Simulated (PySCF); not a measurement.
HgH: from constants to spectrum

UHF-CCSD(T) constants of HgH, ²Σ⁺ (doublet), unpaired electrons σ ↑ (Hg def2-SVP with ECP60, H def2-SVP; scalar-relativistic core potentials (PySCF 2.14); masses 201.9706 and 1.0078 u):

```
ωe           : 1168.7 cm⁻¹
ωexe         : 117.0 cm⁻¹
Be           : 5.2562 cm⁻¹
αe           : 0.472 cm⁻¹
De to Hg + H : 0.177 eV
```

Problem. What force constant and bond length do these constants imply?

Solution. Reduced mass μred = 1.0028 u; k = 5.8918×10⁻⁷·μred·ωe² (u, cm⁻¹, mdyn/Å) = 0.807 mdyn/Å; Re = √(16.8576/(μred·Be)) (u, cm⁻¹, Å) = 1.788 Å.

Problem. Estimate the centrifugal constant D from the Kratzer relation and find the Dunham coefficient a1.

Solution. D = 4Be³/ωe² = 0.000425 cm⁻¹; a1 = −1 − αeωe/(6Be²) = -4.33.

Correlated steps freeze no core orbitals. The bond is weak. Basis-set superposition, not corrected here, can be much of De in a small basis, most of all at correlated wavefunction levels. Spin–orbit coupling is left out. The state was picked by a PBE0 search and need not be the measured ground state.
